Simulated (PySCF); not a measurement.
## Antimony: highly charged ions in a basis for the neutral atom

Sb(10+) [Kr] 4d5, Sb(11+) [Kr] 4d4. Calculation: PySCF 2.14, in def2-TZVP with the def2 core potential (28 electrons) (6s5p3d2f, 50 functions); scalar relativity through the core potential. No spin-orbit coupling, so a gap to NIST mixes the basis error with missing relativistic terms.

Changed run: basis of the neutral atom used for a highly charged ion. This setting is unsound on purpose.

```csv
species,method,sound run (hartree),changed run (hartree),converged
Sb(10+),UHF,not run,-207.99016,yes
Sb(10+),PBE0,not run,-208.47486,yes
Sb(10+),BP86,not run,-208.53695,yes
Sb(11+),UHF,not run,-199.94892,yes
Sb(11+),PBE0,not run,-200.42415,yes
Sb(11+),BP86,not run,-200.50019,yes
```

Ionisation energy of Sb(10+):

```json
{"method": "UHF", "changed run (eV)": "218.81", "NIST (eV)": "214 ± 2.4"}
{"method": "PBE0", "changed run (eV)": "219.07", "NIST (eV)": "214 ± 2.4"}
{"method": "BP86", "changed run (eV)": "218.69", "NIST (eV)": "214 ± 2.4"}
```

The contracted functions were made for the neutral atom and can be too rigid for a highly charged ion.
